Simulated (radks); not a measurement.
Values are calculated unless marked as measured or tabulated.
Trend from Rb to Xe: ionisation energy by Delta-SCF between NIST ground configurations, and size. Code: a radial shooting solver on a logarithmic mesh with Libxc functionals. Model: non-relativistic Kohn-Sham, TPSS, spin-polarised, spherical densities, point nucleus; open shells are filled with parallel spins first (spin-orbit coupling, left out, can overturn this in heavy ions); meta-GGA in the generalised Kohn-Sham scheme.

species      configuration  configuration of the ion  IE (eV)  NIST (eV)  kind  -e(HOMO) (eV)  outermost  <r> outermost (bohr)  r at 0.001 e/bohr^3 (bohr)
Rb                [Kr] 5s1                      [Kr]    4.016      4.177  exp.     2.329 (5s)         5s                  5.37                        4.51
Sr                [Kr] 5s2                  [Kr] 5s1    5.518      5.695  exp.     3.483 (5s)         5s                  4.45                        5.35
Zr            [Kr] 4d2 5s2              [Kr] 4d2 5s1    6.142      6.634  exp.     3.885 (5s)         5s                  3.94                        5.12
Nb            [Kr] 4d4 5s1                  [Kr] 4d4    6.623      6.759  exp.     3.864 (4d)         5s                  3.72                        4.76
Mo            [Kr] 4d5 5s1                  [Kr] 4d5    6.854      7.092  exp.     4.197 (5s)         5s                  3.59                        4.63
Tc            [Kr] 4d5 5s2              [Kr] 4d5 5s1    6.491      7.119  exp.     4.013 (5s)         5s                  3.65                        4.81
Ru            [Kr] 4d7 5s1                  [Kr] 4d7    7.095      7.361  exp.     4.006 (4d)         5s                  3.42                        4.49
Rh            [Kr] 4d8 5s1                  [Kr] 4d8    7.113      7.459  exp.     4.285 (5s)         5s                  3.37                        4.41
Pd               [Kr] 4d10                  [Kr] 4d9    8.942      8.337  exp.     3.961 (4d)         4d                  1.57                        4.03
Ag           [Kr] 4d10 5s1                 [Kr] 4d10    7.108      7.576  exp.     4.199 (5s)         5s                  3.30                        4.28
Cd           [Kr] 4d10 5s2             [Kr] 4d10 5s1    8.273      8.994  exp.     5.191 (5s)         5s                  3.03                        4.46
In       [Kr] 4d10 5s2 5p1             [Kr] 4d10 5s2    5.498      5.786  exp.     2.829 (5p)         5p                  3.67                        4.70
Sn       [Kr] 4d10 5s2 5p2         [Kr] 4d10 5s2 5p1    7.389      7.344  exp.     4.273 (5p)         5p                  3.19                        4.74
Sb       [Kr] 4d10 5s2 5p3         [Kr] 4d10 5s2 5p2    9.103      8.608  exp.     5.632 (5p)         5p                  2.88                        4.68
Te       [Kr] 4d10 5s2 5p4         [Kr] 4d10 5s2 5p3    8.631      9.010  exp.     5.262 (5p)         5p                  2.72                        4.62
I        [Kr] 4d10 5s2 5p5         [Kr] 4d10 5s2 5p4   10.638     10.451  exp.     6.872 (5p)         5p                  2.50                        4.52
Xe                    [Xe]         [Kr] 4d10 5s2 5p5   12.493     12.130  exp.     8.406 (5p)         5p                  2.33                        4.42

Reference values: NIST Atomic Spectra Database (exp. = measured, semi-emp. = semi-empirical, theory = theoretical value adopted there). Relativity is left out here, which matters for elements this heavy. Open shells are spherical and high-spin; term and fine-structure splittings are not resolved.
